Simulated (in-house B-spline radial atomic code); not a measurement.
Configurations of N II (N+), with energies counted from [He] 2s2 2p2. Level of theory: non-relativistic CAM-B3LYP, spin-polarised, spherical fractional occupations, point nucleus; calculated with an all-electron radial atomic-structure program (B-spline basis). Shells without spins written out take the highest spin.

Caution: exact exchange at fractional occupations of open shells leaves self-interaction of up to several eV.

Occupations are held fixed; configurations that lie above the ionisation limit could autoionise.

```json
{"configuration": "[He] 2s(0 up, 1 down) 2p(2 up, 1 down)", "E - E(ref) (eV)": "16.209", "highest orbital": "2p down", "its <r> (bohr)": "1.31"}
{"configuration": "[He] 2s2 2p(0 up, 1 down) 3s(0 up, 1 down)", "E - E(ref) (eV)": "18.951", "highest orbital": "3s down", "its <r> (bohr)": "3.723"}
{"configuration": "[He] 2s1 2p2 3p1", "E - E(ref) (eV)": "29.18", "highest orbital": "3p up", "its <r> (bohr)": "4.388"}
{"configuration": "[He] 2s(1 up, 0 down) 2p(2 up, 0 down) 3d(1 up, 0 down)", "E - E(ref) (eV)": "31.753", "highest orbital": "3d up", "its <r> (bohr)": "5.211"}
```

Q: Order these further configurations by energy, lowest first.
A. [He] 2s2 2p(1 up, 0 down) 3d(0 up, 1 down)
B. [He] 2s2 2p1 3d1
C. [He] 2s2 2p1 3p1
D. [He] 2s1 2p3
E. [He] 2s1 2p2 3s1

A: D (3.7616 eV), C (22.308 eV), B (24.879 eV), A (24.929 eV), E (25.828 eV).
